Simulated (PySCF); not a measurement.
A structure optimised at PBE-D3(BJ)/def2-SVP, used in a PySCF frequency run:

```
Si
N 1 1.7396
H 2 1.0221 1 121.27
H 2 1.0243 3 111.30 1 -140.32
N 1 1.7429 2 119.77 3 82.45
H 5 1.0233 1 118.20 2 56.25
H 5 1.0239 6 109.66 1 137.57
N 1 1.7433 2 109.81 3 -36.38
H 8 1.0221 1 117.95 2 -42.75
H 8 1.0232 9 110.67 1 142.91
C 1 1.9140 2 101.45 3 -162.75
F 11 1.4084 1 109.69 2 40.98
H 11 1.1137 12 108.73 4 -152.70
H 11 1.1155 13 106.75 12 116.60
```
Charge 0, spin multiplicity 1.

Write its SMILES and formula.

N[Si](N)(N)CF, CH8FN3Si

What are its rotational constants (standard atomic weights)?

3.5225, 1.9596, 1.8606 GHz
